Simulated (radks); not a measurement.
Results of a calculation; reference values are marked as such.
The nuclear charge of neutral ruthenium is varied continuously with 44 electrons held in [Kr] 4d7 5s1. Code: a radial shooting solver on a logarithmic mesh with Libxc functionals. Model: Dirac Kohn-Sham, PBE, spin-unpolarised, spherical densities, finite nucleus; open shells are shared between the two j in proportion to 2j + 1; Fermi nuclear charge, rms radius 4.4809 fm. By the Hellmann-Feynman theorem dE/dZ = E(electron-nucleus)/Z, the electronic potential at the nucleus (averaged over a nucleus of fixed radius).

Z      E (hartree)  E(electron-nucleus)/Z (hartree)   HOMO  e(HOMO) (eV)  <r> HOMO (bohr)
43.75  -4469.42581                         -247.171  5s1/2        -2.635            3.584
44     -4531.46481                         -249.140  5s1/2        -4.240            3.390
44.25  -4593.99554                         -251.105  5s1/2        -6.004            3.227
44.5   -4657.01735                         -253.069  5s1/2        -7.913            3.087
44.75  -4720.52980                         -255.031  5s1/2        -9.956            2.966
45     -4784.53263                         -256.992  5s1/2       -12.123            2.858

The central difference of E at Z = 44 is -249.139 hartree, to compare with the third column; the second derivative is -7.87 hartree.
